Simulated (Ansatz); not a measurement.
Geometry optimisation, RKS PBE-D4/def2-SVP (Ansatz 0.2.0).

Input:

```yaml
crystal:
  periodic: [false, false, false]
  atoms:
    - { symbol: "N", position_ang: [-0.1323, 1.1057, 1.2377] }
    - { symbol: Ge, position_ang: [0.3768, -0.2712, 0.1542] }
    - { symbol: Cl, position_ang: [1.7135, -1.6646, 1.073] }
    - { symbol: B, position_ang: [-0.5801, -0.6457, -1.625] }
    - { symbol: O, position_ang: [-1.031, -1.1881, -0.3386] }
    - { symbol: H, position_ang: [0.6826, 1.6162, 1.6025] }
    - { symbol: H, position_ang: [-0.6021, 1.8499, 0.5943] }
    - { symbol: H, position_ang: [-0.3352, -0.8594, -2.754] }
basis:
  gaussian: { orbitals: def2-SVP }
hamiltonian:
  xc: pbe
  dispersion: d4
relax:
  f_tol: 0.02
  max_steps: 50
```

Run as:

```bash
$ ansatz run input.yaml --threads 2 --pin off --max-ram 3072MiB --backend cpu --events-out ev --progress --plain --runs-dir out
```

Task: Where does it end, and by what steps?

Result: It converged. After 48 steps the energy has fallen by 3.010 eV; Cl3 moved furthest, 2.02 Å. Parted: Ge2–Cl3 (2.14 → 3.23 Å), Ge2–B4 (2.05 → 2.84 Å). Joined: Cl3–B4 (3.68 → 1.81 Å).

```csv
step,energy less start (eV),largest force component (eV/Å),accepted
0,0.0000,4.716,yes
2,-1.2017,1.551,yes
4,-1.4775,0.958,yes
6,-1.6207,1.530,yes
8,-1.8158,0.869,yes
10,-1.8940,0.582,yes
12,-1.9639,0.179,yes
14,-1.9718,0.236,yes
16,-1.9848,0.140,yes
18,-1.9782,1.049,no
20,-2.0140,0.244,yes
22,-2.0419,0.874,yes
24,-2.0860,1.168,yes
26,-2.1109,0.939,yes
28,-2.1495,0.362,yes
30,-2.1670,0.681,yes
32,-2.1858,0.326,yes
34,-2.1544,1.543,no
36,-2.4190,0.727,yes
38,-2.6822,1.056,yes
40,-2.9254,1.298,yes
42,-2.9616,0.480,yes
44,-2.9530,1.279,no
46,-3.0093,0.089,yes
48,-3.0104,0.017,yes
```

```xyz
8
Properties=species:S:1:pos:R:3
N -0.165 1.383 1.256
Ge 0.435 1.326 -0.469
Cl 1.773 -1.572 -0.949
B -0.023 -1.394 -1.131
O -0.597 -0.225 -0.854
H -0.783 0.677 1.668
H 0.095 2.120 1.918
H -0.642 -2.374 -1.495
```

Whether the end is a true minimum wasn't checked by a vibrational analysis.

Run time: 2.1 min on 2 threads of Intel(R) Xeon(R) Platinum 8488C (Sapphire Rapids) (shared host), peak memory 0.2 GiB.
